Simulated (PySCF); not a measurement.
# input.py for KF⁻

Input:

```python
from pyscf import gto, scf, ci

mol = gto.M(
    atom='K 0 0 0; F 0 0 2.301',
    basis='jorge-dzp-dkh',
    charge=-1,
    spin=1,
    verbose=4,
)
mf = scf.ROHF(mol)
mf = mf.sfx2c1e()
mf = mf.density_fit(auxbasis='def2-universal-jkfit')
mf.kernel()
ci.CISD(mf).kernel()
mf.dip_moment()
print('orbital energies (hartree):', mf.mo_energy[..., max(0, mol.nelec[1]-3):mol.nelec[0]+3].round(4))
```

```bash
$ python input.py
```

Output (some set-up lines and the per-cycle HOMO/LUMO lines with their warnings removed):

```
PySCF version 2.14.0

[INPUT] verbose = 4
[INPUT] num. atoms = 2
[INPUT] num. electrons = 29
[INPUT] charge = -1
[INPUT] spin (= nelec alpha-beta = 2S) = 1
[INPUT] symmetry False subgroup None
[INPUT] Mole.unit = angstrom
[INPUT] Symbol           X                Y                Z      unit          X                Y                Z       unit  Magmom
[INPUT]  1 K      0.000000000000   0.000000000000   0.000000000000 AA    0.000000000000   0.000000000000   0.000000000000 Bohr   0.0
[INPUT]  2 F      0.000000000000   0.000000000000   2.301000000000 AA    0.000000000000   0.000000000000   4.348259812624 Bohr   0.0

nuclear repulsion = 39.3260769523338
number of shells = 22
number of NR pGTOs = 85
number of NR cGTOs = 46
basis = jorge-dzp-dkh
ecp = {}

******** <class 'pyscf.df.df_jk.DFsfX2C1eROHF'> ********
method = DFsfX2C1eROHF
initial guess = minao
damping factor = 0
level_shift factor = 0
DIIS = <class 'pyscf.scf.diis.CDIIS'>
diis_start_cycle = 1
diis_space = 8
diis_damp = 0
SCF conv_tol = 1e-09
SCF conv_tol_grad = None
SCF max_cycles = 50
direct_scf = False
num. doubly occ = 14  num. singly occ = 1

******** <class 'pyscf.x2c.sfx2c1e.SpinFreeX2CHelper'> ********
approx = 1e
xuncontract = 1
Set gradient conv threshold to 3.16228e-05
******** <class 'pyscf.df.df.DF'> ********
auxbasis = def2-universal-jkfit
init E= -700.607629830016
cycle= 1 E= -700.922403889643  delta_E= -0.315  |g|= 0.691  |ddm|= 0.907
cycle= 2 E= -700.979820343641  delta_E= -0.0574  |g|= 0.552  |ddm|= 1.02
cycle= 3 E= -701.03090525852  delta_E= -0.0511  |g|= 0.0134  |ddm|= 0.285
cycle= 4 E= -701.031486547895  delta_E= -0.000581  |g|= 0.00435  |ddm|= 0.113
cycle= 5 E= -701.031551645104  delta_E= -6.51e-05  |g|= 0.00142  |ddm|= 0.0319
cycle= 6 E= -701.031557606958  delta_E= -5.96e-06  |g|= 0.000278  |ddm|= 0.0122
cycle= 7 E= -701.031557768221  delta_E= -1.61e-07  |g|= 6.27e-05  |ddm|= 0.00394
cycle= 8 E= -701.031557773722  delta_E= -5.5e-09  |g|= 1.17e-05  |ddm|= 0.00115
cycle= 9 E= -701.031557773931  delta_E= -2.09e-10  |g|= 2.71e-06  |ddm|= 0.000206
Extra cycle  E= -701.031557773938  delta_E= -6.93e-12  |g|= 1.23e-06  |ddm|= 5.86e-06
converged SCF energy = -701.031557773938

WARN: RCISD method does not support ROHF method. ROHF object is converted to UHF object and UCISD method is called.

WARN: DF-UCISD for DFHF method <pyscf.df.df_jk.DFsfX2C1eUHF object> is not available. Normal UCISD method is called.

******** <class 'pyscf.ci.ucisd.UCISD'> ********
CISD nocc = (np.int64(15), np.int64(14)), nmo = (46, 46)
max_cycle = 50
direct = 0
conv_tol = 1e-09
max_cycle = 50
max_space = 12
lindep = 0
nroots = 1
Init t2, MP2 energy = -0.371156137514338
UCISD converged
E(UCISD) = -701.3880199695653  E_corr = -0.3564621956273492
Dipole moment(X, Y, Z, Debye):  0.00000, -0.00000, -4.92470
orbital energies (hartree): [-0.2634 -0.2556 -0.2556  0.0729  0.2118  0.2196  0.2196]
```

In short: E(SCF) = -701.031558 Eh, 9 cycles, E(CISD) − E(SCF) = -0.35646 Eh.

Wall time 5.6 s on one thread of a shared host.

The basis has no diffuse functions, which an anion needs. The bond length is a typed value, not an optimised one. The dipole of an ion depends on the origin. No search for the lowest solution was made.
